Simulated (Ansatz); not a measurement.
System: BH₂Se, charge 0, doublet. BH2Se (SMILES [BH][SeH], doublet).
B3LYP-D3(BJ)/def2-TZVP minimum from Ansatz (a quantum-chemistry and plane-wave program):
```
B
H 1 1.1830
Se 1 1.8771 2 132.82
H 3 1.4898 1 100.49 2 0.00
```
Charge 0, spin multiplicity 2.

Total energies in aug-cc-pVTZ, 11 correlated electrons, 15 frozen orbitals. Radicals and triplets start from unrestricted determinants; spin-orbit coupling is neglected. Cores are frozen in correlated methods (noble-gas shells, and filled d and f shells in the p block). No relativity.

```csv
method,program,energy (Eh),minus CCSDT(Q) (mEh)
HF,Ansatz,-2425.69316,280.91
MP2,Ansatz,-2425.93043,43.64
CCSD,Ansatz,-2425.96029,13.78
CCSD(T),Ansatz,-2425.97225,1.82
CCSDT(Q),Ansatz,-2425.97407,0.00
```

Rough core times of Ansatz's runs on a shared machine: CCSD(T) 70 s, CCSDT(Q) 2 h.
